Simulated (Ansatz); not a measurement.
Correlation energies of BGaH6SSi (`B[S][GaH][SiH3]`) by basis set

Cartesian coordinates in Å:
```
B 1.539 -0.179 1.536
S 1.391 -1.738 0.692
Ga -0.219 -1.294 -0.797
Si -1.181 0.914 -0.837
H 2.345 -0.103 2.413
H 0.863 0.764 1.244
H -0.569 -2.528 -1.703
H -0.135 1.931 -1.129
H -2.228 1.000 -1.892
H -1.806 1.233 0.474
```

The species carries charge 0 and has multiplicity 1. Correlated methods include outer-core shells of Ga, which these sets cover unevenly. Scalar relativity is left out up to krypton. All single points use the PBE0-D4/def2-TZVP geometry. It is one conformer, not always the lowest. Frozen core, restricted reference, the Gaussian-basis code of Ansatz.

| basis | HF (Eh) | MP2 corr. | CCSD corr. | (T) | CCSD(T) total |
| --- | --- | --- | --- | --- | --- |
| def2-SVP | ? | ? | -0.57856 | ? | ? |
| def2-TZVPP | -2637.95983 | -0.63364 | -0.68568 | -0.02936 | -2638.67487 |
| def2-QZVPP | -2638.02105 | ? | – | – | – |

Task: Fill in the withheld values. (Estimate.)

Result: Ansatz gave: def2-SVP HF (Eh): -2637.44400; def2-SVP MP2 corr.: -0.53008; def2-SVP (T): -0.01901; def2-SVP CCSD(T) total: -2638.04157; def2-QZVPP MP2 corr.: -0.91249.
